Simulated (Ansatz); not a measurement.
`CO[SiH2][SiH2]F` → `CO[SiH2]F` + `[SiH2]` at 600 K and 1 bar (silylene formation by 1,1-elimination).

Computed with Ansatz on PBE0-D4/def2-TZVP structures; ΔE is electronic, products minus reactants. CCSD(T)/CBS is the MP2 limit (def2-TZVPP, def2-QZVPP) plus CCSD(T) − MP2 in def2-TZVPP, frozen cores. This one scheme is used for every species. One conformer a species, not always the lowest.

```csv
species,CCSD(T)/CBS energy (Eh),H − E (kJ/mol),S (J/(mol·K))
`CO[SiH2][SiH2]F`,-795.46506,280.1,490.0
`CO[SiH2]F`,-505.20189,214.8,391.4
`[SiH2]`,-290.19011,52.1,233.9
```

H − E and S are ideal-gas, rigid-rotor, harmonic terms from PBE0-D4/def2-TZVP, for one conformer and one mirror image of each species. 1 Eh = 2625.50 kJ/mol, R = 8.31446 J/(mol·K).

Problem. By hand: ΔE, ΔH, ΔS and ΔG.

Solution. ΔE = (-505.20189) + (-290.19011) − (-795.46506) = 0.07306 Eh = 191.8 kJ/mol. Δ(H − E) = 214.8 + 52.1 − 280.1 = -13.2, so ΔH = 178.6 kJ/mol. ΔS = 391.4 + 233.9 − 490.0 = 135.3 J/(mol·K). ΔG = 178.6 − 600 × (135.3)/1000 = 97.4 kJ/mol.

Problem. By hand: the equilibrium constant, and the temperature at which ΔG would vanish if ΔH and ΔS stayed fixed.

Solution. log₁₀ K = −ΔG/(RT ln 10) = -8.5. ΔG = 0 at ΔH/ΔS = 1320 K.

The number of gas molecules changes by +1, which sets the sign of ΔS. A doubt of 5 kJ/mol in ΔE shifts log₁₀ K by 0.4 here. Other conformers and mirror images would add mixing entropy, several J/(mol·K) or more a flexible species. Modes under 60 cm⁻¹, often nearly free rotors, make the harmonic entropy too high. These are equilibria of isolated gas molecules and say nothing of rates. Largest T1 diagnostic: 0.014 (customary marks: 0.02 for closed shells, 0.045 for open ones).
